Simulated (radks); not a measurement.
Values are calculated unless marked as measured or tabulated.
Species: Pt4+. Configuration: [Xe] 4f14 5d6 (the NIST ground configuration). Code: a radial shooting solver on a logarithmic mesh with Libxc functionals. Model: Dirac Kohn-Sham, XLYP, spin-unpolarised, spherical densities, finite nucleus; open shells fill j = l - 1/2 first; Fermi nuclear charge, rms radius 5.427 fm.

Spin-orbit splittings of the eigenvalues, e(l+1/2) - e(l-1/2), with zeta = 2 splitting/(2l+1) and mean radii in bohr:

| shell | occ. | splitting (eV) | zeta (eV) | <r> j=l-1/2 | <r> j=l+1/2 |
|---|---|---|---|---|---|
| 2p | 6 | 1730 | 1153 | 0.05906 | 0.06749 |
| 3p | 6 | 380.2 | 253.5 | 0.1768 | 0.1923 |
| 3d | 10 | 81.96 | 32.78 | 0.1676 | 0.1723 |
| 4p | 6 | 90.58 | 60.39 | 0.4178 | 0.4518 |
| 4d | 10 | 16.85 | 6.738 | 0.4617 | 0.4729 |
| 4f | 14 | 3.461 | 0.9889 | 0.5116 | 0.5188 |
| 5p | 6 | 15.46 | 10.31 | 1.021 | 1.112 |
| 5d | 6 | ? | ? | 1.417 | 1.456 |
| 6p | 0 | 2.444 | 1.629 | 2.528 | 2.701 |

Estimate the 5d splitting.

Answer. 1.770 eV (zeta = 0.7080 eV).
